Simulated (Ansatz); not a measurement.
Coupled-cluster diagnostics for the cluster Al₆N⁻, Ansatz.

Geometry of the singlet (PBE0-D4/def2-SVPD):

```tsv
atom	x (Å)	y (Å)	z (Å)
N1	0.366	-0.184	-0.030
Al2	-0.030	1.624	-1.261
Al3	-1.348	0.978	0.837
Al4	0.254	-0.889	-1.877
Al5	-1.472	-1.437	-0.009
Al6	1.651	1.092	0.706
Al7	0.579	-1.184	1.634
```

Correlated methods freeze 31 core orbitals. The structure comes from a short search, and lower isomers may exist.

(1) Estimate the CCSD(T) correlation energy, the shares of MP2 and (T), T1 and the reference's ⟨S²⟩ for: charge -1, singlet, own geometry in def2-TZVPD; and the rough time on 4 threads of Arm Neoverse V2 on a shared host.

Answers

(1) 
```json
{"state": "charge -1, singlet, own geometry", "basis": "def2-TZVPD", "correlation (eV)": "-20.992", "MP2 share (%)": "93.3", "(T) share (%)": "8.9", "T1": "0.026", "⟨S²⟩ (pure)": "0.00 (0.00)", "wall time": "12 min", "remarks": "large T1 (0.026), restricted SCF unstable"}
```
Customary marks for T1 are 0.02 (closed shells), 0.045 (open shells) and about 0.05 (3d metals). T1 exceeds 0.02 in 1 of 1 rows and 0.045 in 0; the higher it lies, the less the single-reference result can be trusted.
